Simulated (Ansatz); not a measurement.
Start from `[OH][Sn][F]` and change one atom or group to get `[F][Sn][Cl]`.

Ansatz, PBE0-D4/def2-TZVP geometries, multiplicity 1. Each molecule was computed in one conformer, which needn't be the lowest.

Elements past krypton have def2 core potentials. Outer-core shells of Sn are correlated without core-valence functions. Spin–orbit coupling is left out.

```
                                            property  `[OH][Sn][F]`
    size of the dipole moment (B3LYP/def2-TZVPP) / D           4.20
                 LUMO energy (B3LYP/def2-TZVPP) / eV          -2.58
                   LUMO energy (PBE/def2-TZVPP) / eV          -2.98
vertical ionisation energy (CCSD(T)/def2-TZVPP) / eV          10.28
                 HOMO–LUMO gap (PBE/def2-TZVPP) / eV           3.64
                HOMO–LUMO gap (PBE0/def2-TZVPP) / eV           5.52
```

Q: What does the change do to each property? (Estimate.)

A: Ansatz gave: 
| property | `[F][Sn][Cl]` | shift |
| --- | --- | --- |
| size of the dipole moment (B3LYP/def2-TZVPP) / D | 3.54 | -0.66 |
| LUMO energy (B3LYP/def2-TZVPP) / eV | -3.20 | -0.62 |
| LUMO energy (PBE/def2-TZVPP) / eV | -3.61 | -0.63 |
| vertical ionisation energy (CCSD(T)/def2-TZVPP) / eV | 10.59 | 0.31 |
| HOMO–LUMO gap (PBE/def2-TZVPP) / eV | 3.54 | -0.10 |
| HOMO–LUMO gap (PBE0/def2-TZVPP) / eV | 5.35 | -0.17 |

With PBE0 the HOMO falls by 0.45 eV and the LUMO falls by 0.63 eV, so the gap narrows by about 0.18 eV. PBE moves the HOMO by -0.54 eV and ωB97M-V by -0.35 eV. The zero-point energy changes by -31.5 kJ/mol with -3 modes. Dipoles are sizes alone; their direction can turn.

B3LYP here is the variant with VWN-RPA as its local correlation; programs differ in this.
